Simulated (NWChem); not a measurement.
System: C2H7NSe; SMILES CN(C)[SeH]

```xyz
11

Se     0.0412     0.9787     0.0000
H     -1.3747     1.3984     0.0000
N     -0.3083    -0.8462     0.0000
C      0.0883    -1.5308    -1.2103
C      0.0883    -1.5308     1.2103
H     -0.3403    -2.5481    -1.1985
H      1.1870    -1.6350    -1.3369
H     -0.3098    -1.0073    -2.0902
H      1.1870    -1.6350     1.3369
H     -0.3403    -2.5481     1.1985
H     -0.3098    -1.0073     2.0902
```
Atoms are numbered in this order, from 1.

Results from NWChem. Pople sets run with spherical d functions. Medium grid unless said otherwise, to which SCAN and Minnesota functionals are sensitive. Structure relaxed at the PBE0/def2-SVP level. Hybrids' shares of exact exchange are those that their runs print; pure functionals count as 0. The functionals differ in more than this share.

| row | share of exact exchange | highest occupied level (eV) |
|---|---|---|
| PBE/6-31G* | 0.00 | -4.89 |
| PW91/6-31G* | 0.00 | -4.94 |
| B3LYP/6-31G* | 0.20 | -6.03 |
| r2SCAN0/6-31G* | 0.25 | -6.51 |
| M06/6-31G* | 0.27 | -6.32 |
| PW6B95/6-31G* | 0.28 | -6.39 |
| MPW1K/6-31G* | 0.43 | -7.35 |
| M06-2X/6-31G* | 0.54 | withheld |

### Question
Fit a straight line of the last column on the one before it, predict the withheld value, and compare with the run.

### Answer

1. Means of the 7 shown rows: x = 0.204, y = -6.061. Slope Σ(x − x̄)(y − ȳ)/Σ(x − x̄)² = -0.8218/0.1466 = -5.607; intercept -4.916.
2. The shown rows scatter about the line by 0.093 (root mean square); the largest residual is -0.19, at r2SCAN0/6-31G*.
3. At x = 0.54 (M06-2X/6-31G*; beyond the shown range) the line gives -7.94.
4. The run gives -7.64, +0.30 from the line, 3.2 times the scatter.
